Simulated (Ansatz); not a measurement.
Abridged output of a molecular run in Ansatz:

```
Functional definition: HF
1349 factors; integrals over basis functions are off by at most 9.2e-4 eV
mean field evaluation 1: about -113613.7832 eV, gradient 5.1e1 eV
mean field evaluation 2: about -113613.9309 eV, gradient 5.1e1 eV
mean field evaluation 4: about -113618.8011 eV, gradient 3.6e0 eV
mean field evaluation 8: about -113618.8615 eV, gradient 3.0e-1 eV
mean field evaluation 16: about -113618.8630 eV, gradient 2.0e-6 eV
mean field -113618.86301247 eV, -4175.4162020767 hartree, gradient 2.0e-6 eV, S^2 0.000000; 0 other end points of the search recorded, 0 dependent functions left out
20 core orbitals not correlated: weight in the atoms' cores, before any rotation towards them, 1.000 or more for the frozen orbitals, at most 0.000 for the correlated occupied ones
reference -113618.86301247 eV, -4175.4162020767 hartree; 22, 22 occupied and 172, 172 virtual orbitals, 1349 factors
second order -26.56156910 eV of doubles, -0.00000000 eV of singles
cycle   1  -25.75049600 eV  change    8.1e-1 eV  update   1.4e-1
cycle   2  -26.59548710 eV  change   -8.4e-1 eV  update   4.4e-2
cycle   3  -26.76956077 eV  change   -1.7e-1 eV  update   2.2e-2
cycle   4  -26.74468634 eV  change    2.5e-2 eV  update   5.5e-3
cycle   5  -26.74082055 eV  change    3.9e-3 eV  update   2.6e-3
cycle   6  -26.74283613 eV  change   -2.0e-3 eV  update   8.0e-4
cycle   7  -26.74258501 eV  change    2.5e-4 eV  update   3.4e-4
cycle   8  -26.74244435 eV  change    1.4e-4 eV  update   1.1e-4
cycle   9  -26.74249707 eV  change   -5.3e-5 eV  update   3.7e-5
cycle  10  -26.74251379 eV  change   -1.7e-5 eV  update   1.4e-5
perturbative correction -0.94094726 eV, -0.0345791739 hartree
Total energy: -113646.54647351 eV, -4176.4335505057 hartree
```

Its atoms:

Cartesian coordinates in Å:
```
F -0.1466 -1.9530 -1.3594
Ga -1.1357 -0.5001 -1.3131
O -0.5878 0.6563 -0.1049
Ge 0.7817 0.5425 1.0285
H -2.3358 -0.3345 -2.2615
H 0.5791 -0.6729 1.9493
H 0.7544 1.8523 1.8296
H 2.0907 0.4095 0.2316
```

Q: Which basis set was used?
A. def2-TZVPP
B. def2-SVP
C. cc-pV(Q+d)Z
D. cc-pV(D+d)Z

A: A. It gives 214 functions.

Q: Write the keys of the input that set method, charge and spin (a neutral closed shell needs none for the last two).

A: 
```yaml
correlation: {method: ccsd_t}
```
